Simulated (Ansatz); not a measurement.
ClF$_{2}$H$_{3}$SSi$_{2}$, SMILES `F[SiH](F)S[SiH2]Cl` from Hartree–Fock to CCSD(T)

Cartesian coordinates in Å:
```
F 0.7536 1.1403 -2.0034
Si 0.7642 -0.3012 -1.3486
F 1.8944 -1.1320 -2.0779
S 1.2947 -0.1983 0.6909
Si -0.6285 0.3724 1.4166
Cl -1.7747 -1.2600 1.8768
H -0.5496 -0.9185 -1.5882
H -0.4040 1.1499 2.6507
H -1.3501 1.1475 0.3831
```

The species carries charge 0 and has multiplicity 1. Geometry: relaxed with PBE0-D4/def2-TZVP. It is one conformer, not always the lowest. Frozen core, restricted reference, Ansatz 0.2.0. CBS rows extrapolate triple and quadruple zeta; past MP2 they add the triple-zeta difference.

```
     basis      HF (Eh)  MP2 corr.  CCSD corr.       (T)  CCSD(T) total
def2-TZVPP            ?          ?    -1.14562  -0.04222              ?
def2-QZVPP  -1635.96953          ?           –         –              –
 CBS(def2)  -1635.97673          ?    -1.32767     as TZ              ?
```

(1) Fill in the withheld values. (Estimate.)

Answers

(1) Computed: def2-TZVPP HF (Eh): -1635.91726; def2-TZVPP MP2 corr.: -1.09588; def2-TZVPP CCSD(T) total: -1637.10510; def2-QZVPP MP2 corr.: -1.20046; CBS(def2) MP2 corr.: -1.27793; CBS(def2) CCSD(T) total: -1637.34662.
